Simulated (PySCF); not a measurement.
Delta-SCF ions had no search for a lower state. Excitations are Tamm–Dancoff values on a coarser integration grid. The basis has no diffuse functions, so Rydberg states are missing or too high.

Cartesian coordinates (Å):
```xyz
8

N      0.9177    -0.0878     0.0048
Si    -0.9691     0.0927    -0.0051
H      1.2091    -1.0610    -0.1083
H      1.3564     0.4430    -0.7506
H      1.3289     0.2453     0.8793
H     -1.1459     1.5437     0.1679
H     -1.3278    -0.4381    -1.3302
H     -1.3694    -0.7378     1.1422
```
Charge +1, spin multiplicity 1.

Q: Estimate the HOMO, total energy, T1 excitation (TDA), vertical ionisation energy (Delta-SCF) and S1–T1 gap (TDA) that PySCF with PBE0-D4/def2-TZVP returns for this input.

A: 
```
Property                                      Value
--------------------------------------  -----------
HOMO                                      -15.51 eV
total energy                            -9454.71 eV
T1 excitation (TDA)                         7.55 eV
vertical ionisation energy (Delta-SCF)     18.22 eV
S1–T1 gap (TDA)                             0.66 eV
```
